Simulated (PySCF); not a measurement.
# Excitation energy of In by level of theory

In [Kr] 4d10 5s2 5p1 (2P) → In [Kr] 4d10 5s2 5d1 (2D), as a difference of total energies. Computed with PySCF 2.14 in aug-cc-pwCVDZ-PP with ECP28MDF, with a scalar-relativistic core potential. Correlated levels: valence: 4s2 4p6 4d10 frozen. The calculations carry no spin-orbit coupling.

```
           method  excitation energy (eV)
              UHF                   4.534
    MP2 (valence)                   4.551
SCS-MP2 (valence)                   4.536
   CCSD (valence)                   4.344
CCSD(T) (valence)                   4.286
  CCSDT (valence)                   4.251
```

Errors of the correlated levels include the incompleteness of this basis and the frozen core.

The promoted electron is Rydberg-like, and one or two diffuse shells describe it only roughly, which tends to raise the upper state.

The coupled-cluster amplitudes are large for the upper state (T1 above 0.03 or a double amplitude above 0.15), so a single reference is strained.

Question: Which method comes closest to the reference value, and which is furthest?

Answer: The reference is 3.897 eV (measured; NIST levels, between the centres of gravity of the two terms). Closest: CCSDT (valence) (error 0.354 eV); furthest: MP2 (valence) (error 0.654 eV).
